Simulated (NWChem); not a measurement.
System: AlSiH4O2Cl; SMILES Cl[SiH2][Al]([OH])[OH]

```xyz
9

Si    -0.9871     0.9181    -0.0146
Cl     0.6243     2.2608    -0.0043
Al    -0.0077    -1.3135     0.0004
O     -1.0759    -2.6319     0.0097
O      1.6674    -1.6051     0.0017
H     -1.8108     1.2183    -1.2254
H     -1.8320     1.2247     1.1798
H     -0.8234    -3.5570     0.0167
H      2.3596    -0.9419    -0.0020
```
Atoms are numbered in this order, from 1.

All runs: NWChem. Pople sets run with spherical d functions. Coordinates come from a PBE0/def2-SVP optimisation. Vzz is the largest principal value of the second derivative of the potential at the nucleus (NWChem prints the opposite sign); η is the asymmetry. Non-relativistic.

```
level             Vzz Cl2 (a.u.)  η Cl2  Vzz Al3 (a.u.)  η Al3  Vzz O5 (a.u.)  η O5
----------------  --------------  -----  --------------  -----  -------------  ----
CAM-B3LYP/6-31G*           2.109   0.02           0.796   0.11          1.319  0.13
PBE0/cc-pVTZ               2.097   0.03               …   0.12              …  0.08
PBE0/def2-TZVP             2.241   0.03           1.034   0.11          1.316  0.08
```

### Question
What belongs in the gaps?

### Answer

- PBE0/cc-pVTZ, Vzz Al3 (a.u.): 1.058
- PBE0/cc-pVTZ, Vzz O5 (a.u.): 1.307
